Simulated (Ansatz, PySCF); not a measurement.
Isomers of C3H2F2. All species are isolated molecules in the gas phase. Strings in code marks are SMILES.

Quantity: electronic energy of isomers of C3H2F2 relative to `C#CC(F)F`, in kJ/mol. The restricted reference of `FC=C=CF` is unstable towards unrestricted orbitals.

Level 1: frozen-core MP2/cc-pVTZ // PBE-D3(BJ)/def2-TZVP (Ansatz, an electronic-structure program)
Level 2: B3LYP/6-311+G** // PBE-D3(BJ)/def2-TZVP (PySCF)
Level 3: BP86/6-31G* // PBE-D3(BJ)/def2-TZVP (PySCF)
Level 4: PBE/6-31G* // PBE-D3(BJ)/def2-TZVP (PySCF)

| species | level 1 | level 2 | level 3 | level 4 |
|---|---|---|---|---|
| `FC#CCF` | 87.2 | 75.9 | 70.4 | 68.8 |
| `FC1=C[C@@H]1F` | 87.2 | 76.4 | 47.4 | 40.27 |
| `FC=C=CF` | 50.8 | 12.59 | -2.80 | -3.53 |
